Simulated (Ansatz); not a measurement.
Reactions of C2H4S (`C=CS`).

Calculated with Ansatz (gas phase, PBE0-D4/def2-TZVP geometries, no zero-point term in ΔE). CBS: MP2 limit from def2 TZ/QZ plus the TZ coupled-cluster correction, frozen cores. Small cases extrapolate CCSD(T) itself. Functionals use def2-TZVPP. No spin–orbit coupling; open shells (•) take unrestricted orbitals. Spin–orbit coupling would lower the free atoms: a little for C, S. One conformer a species, not always the lowest.

| reaction | B2PLYP (kcal/mol) | CCSD(T)/CBS(def2) (kcal/mol) |
| --- | --- | --- |
| `C=CS` → `CC=S` | -3.2 | -2.9 |
| `C=CS` + `C=C(N)S` → `C=CNC(=C)S` + H₂S | -1.5 | -1.0 |
| `C=CS` + `CCNC(C)(C)C` → `C=CN(CC)C(C)(C)C` + H₂S | -1.9 | -3.1 |
| `C=CS` → 2 C• + 4 H• + S• | 616.9 | 622.1 |

Largest T1 diagnostic: 0.016, for `CC=S`.

Extrapolated directly: `C=CS` → 2 C• + 4 H• + S•.
